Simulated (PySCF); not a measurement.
H3FInNO, SMILES [NH2][In]([OH])[F], PBE0/def2-SVP optimised geometry.

```
7

In    -0.04    -0.02     0.00
F      1.93    -0.02     0.00
O     -0.81    -1.84     0.19
H     -0.11    -2.50     0.24
N     -0.99     1.75     0.00
H     -1.93     1.73    -0.39
H     -0.47     2.50    -0.44
```

Density from PBE0/def2-TZVP, def2 effective core potentials past Kr (PySCF) at that geometry. The core electrons that the potentials of In replace are not part of the density.

Minimum of the electron density along straight lines between bonded atoms, close to the bond critical point (lines longer than 1.1 times the sum of covalent radii, or with two minima, are not listed):

```json
[
 {"bond": "In1–F2", "length / Å": "1.965", "ρ at the minimum / e bohr⁻³": "0.109", "∇²ρ there / e bohr⁻⁵": "0.58", "position (fraction from the first atom)": "0.52"},
 {"bond": "In1–O3", "length / Å": "1.985", "ρ at the minimum / e bohr⁻³": "0.116", "∇²ρ there / e bohr⁻⁵": "0.49", "position (fraction from the first atom)": "0.52"},
 {"bond": "O3–H4", "length / Å": "0.965", "ρ at the minimum / e bohr⁻³": "0.355", "∇²ρ there / e bohr⁻⁵": "-2.37", "position (fraction from the first atom)": "0.80"},
 {"bond": "In1–N5", "length / Å": "2.015", "ρ at the minimum / e bohr⁻³": "0.118", "∇²ρ there / e bohr⁻⁵": "0.38", "position (fraction from the first atom)": "0.52"},
 {"bond": "N5–H6", "length / Å": "1.017", "ρ at the minimum / e bohr⁻³": "0.330", "∇²ρ there / e bohr⁻⁵": "-1.59", "position (fraction from the first atom)": "0.74"},
 {"bond": "N5–H7", "length / Å": "1.017", "ρ at the minimum / e bohr⁻³": "0.330", "∇²ρ there / e bohr⁻⁵": "-1.59", "position (fraction from the first atom)": "0.74"}
]
```
